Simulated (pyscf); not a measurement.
`[NH][NH][SiH3]` [doublet] → `[NH2][NH][SiH2]` [doublet], a hydrogen shift (doublet surface; H–Si broken, H–N formed). Structures and frequencies: ωB97X-D3(BJ)/def2-SVP in PySCF. Correlated levels are frozen-core, on RHF or UHF. ΔMP2 is the change of the MP2 total energy from the triple- to the quadruple-zeta basis. Energies in eV from the reactant's lowest minimum found.

Small-basis levels: PySCF, no dispersion term, spherical d functions. Open shells are spin-unrestricted. 

**Question.** Quick HF/6-31G* single points give ΔE‡ = 2.68 eV and ΔE = +0.60 eV. What does CCSD(T)/def2-TZVPP + ΔMP2(QZVPP) give, and how far is the quick result from it?

**Answer.** CCSD(T)/def2-TZVPP + ΔMP2(QZVPP) gives ΔE‡ = 1.94 eV and ΔE = +0.29 eV. HF/6-31G* lies 0.73 eV over it in the barrier and 0.31 eV over it in the reaction energy, so on this step it does not hold to within 0.13 eV. CCSD(T)/def2-TZVPP + ΔMP2(QZVPP) has limits of its own. •HN–NH–SiH₃ lies 2.00 eV over its isomer H₂N–SiH•–NH₂ (electronic energy, ωB97M-D3(BJ)/def2-TZVP). H₂N–NH–SiH₂• lies 2.33 eV over its isomer H₂N–SiH•–NH₂ (electronic energy, ωB97M-D3(BJ)/def2-TZVP). One saddle was located; it need not be the lowest between these sides. The CCSD(T) − MP2 part came from Ansatz, without density fitting, on the same reference.
